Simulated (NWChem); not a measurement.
System: C3H6OSi; SMILES C[Si@H]1C=CO1

```xyz
11

C     -0.0102    -2.0101    -0.5030
Si     0.0896    -0.4160     0.4733
C      1.1119     1.0134    -0.0970
C     -0.0826     1.5992    -0.3229
O     -1.1283     0.7418     0.0045
H      0.8418    -2.6621    -0.2738
H     -0.0076    -1.8085    -1.5791
H     -0.9252    -2.5621    -0.2567
H      0.0194    -0.6960     1.9326
H      2.0996     1.4213    -0.2506
H     -0.3699     2.5814    -0.6980
```
Atoms are numbered in this order, from 1.

Computed with NWChem. Medium grid unless said otherwise, to which SCAN and Minnesota functionals are sensitive. Geometry: optimised at B3LYP/6-31G* (spherical d). Total energies of different functionals are on different scales.

```
level               energy (Ha)  highest occupied level (eV)  orbital gap (eV)  dipole (D)
------------------  -----------  ---------------------------  ----------------  ----------
PBE/def2-SVP          -482.0126                        -5.39              4.61        1.41
B3LYP/def2-SVP        -482.4210                        -6.39              6.40        1.47
TPSSh/def2-SVP        -482.4355                        -5.96              5.71        1.42
r2SCAN/def2-SVP       -482.2645                        -5.70              5.07        1.45
M06-2X/def2-SVP       -482.2954                        -7.96              9.09        1.52
CAM-B3LYP/def2-SVP    -482.3084                        -7.97                 …        1.50
```

Question: Some entries are withheld; supply them.

Answer: 
- CAM-B3LYP/def2-SVP, orbital gap (eV): 9.39
